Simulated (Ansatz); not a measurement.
GeF₄. The state is a triplet with charge 0. Geometry B3LYP-D4/def2-SVP, that of the neutral singlet; atoms count from 1.

```xyz
5

Ge    0.0000    0.0000    0.0000
F     0.9936   -1.0381   -0.9182
F     0.2671   -0.2797    1.6608
F    -1.6363   -0.3036   -0.3716
F     0.3757    1.6214   -0.3710
```

At PBE0-D4/def2-TZVP a singlet of charge 0 lies 8.43 eV below the triplet at the same geometry.

Problem. Estimate the Mulliken populations from the PBE0/def2-TZVP orbitals of Ansatz.

Solution. 
```json
{"atom": "Ge1", "charge (e)": "0.60", "spin (α − β)": "0.88"}
{"atom": "F2", "charge (e)": "-0.15", "spin (α − β)": "0.28"}
{"atom": "F3", "charge (e)": "-0.15", "spin (α − β)": "0.28"}
{"atom": "F4", "charge (e)": "-0.15", "spin (α − β)": "0.28"}
{"atom": "F5", "charge (e)": "-0.15", "spin (α − β)": "0.28"}
```
Mulliken values depend strongly on the basis.

Problem. Where does the spin sit?

Solution. Summed by element: Ge 0.88, F 1.12, of 2 unpaired in all. Largest on single atoms: Ge1 0.88, F3 0.28, F5 0.28.

Problem. And the Mayer bond orders between heavy atoms (over 0.3)?

Solution. Ge1–F2 0.73 (1.71 Å); Ge1–F3 0.73 (1.71 Å); Ge1–F4 0.73 (1.71 Å); Ge1–F5 0.73 (1.71 Å).
